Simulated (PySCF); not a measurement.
Isomers of C7H14, one GFN2-xTB conformer each. Single-point energies are computed at PBE0/pcSseg-1 (PySCF, gas phase, no added dispersion term), electronic only.

**Question.** Rank them by PBE0/pcSseg-1 energy, lowest first (kJ/mol).
A. `[CH2:1]=[CH:2][CH2:3][C:4]([CH3:5])([CH3:6])[CH3:7]` with C1–C2–C3–C4 116° (4,4-dimethyl-1-pentene)
B. `[CH3:1][CH2:2][C@@H:3]1[CH2:4][CH2:5][C@@H:6]1[CH3:7]` with C1–C2–C3–C4 -71°, C2–C3–C4–C5 -136°, C3–C4–C5–C6 12°, C4–C5–C6–C7 106°, C2–C3–C6–C5 134°

**Answer.** A (0.0), B (2.8).

As drawn, the lower has a C=C bond outside aromatic rings and a quaternary carbon, which the higher lacks; the higher has a four-membered ring, which the lower lacks. Neighbours under 10 kJ/mol apart (C=CCC(C)(C)C and CC[C@@H]1CC[C@@H]1C) can change places with a better method, another conformer or zero-point energy. GFN2-xTB itself gives, in the same order: 46.5, 0.0. GFN2-xTB puts CC[C@@H]1CC[C@@H]1C lowest instead.

**Question.** Which frontier levels, dipoles and rotational constants go with these structures?

**Answer.** 
```tsv
SMILES	HOMO (eV, PBE0/pcSseg-1)	LUMO (eV)	dipole (D)	A, B, C (MHz)
C=CCC(C)(C)C	-7.36	0.45	0.32	4159, 1636, 1605
CC[C@@H]1CC[C@@H]1C	-8.03	1.42	0.14	4206, 1904, 1487
```

**Question.** As an exercise, what shares would exp(−E/RT) give at 2000 K from these electronic energies alone (no entropy, no degeneracies)?

**Answer.** RT = 16.629 kJ/mol: C=CCC(C)(C)C 54.2 %, CC[C@@H]1CC[C@@H]1C 45.8 %.
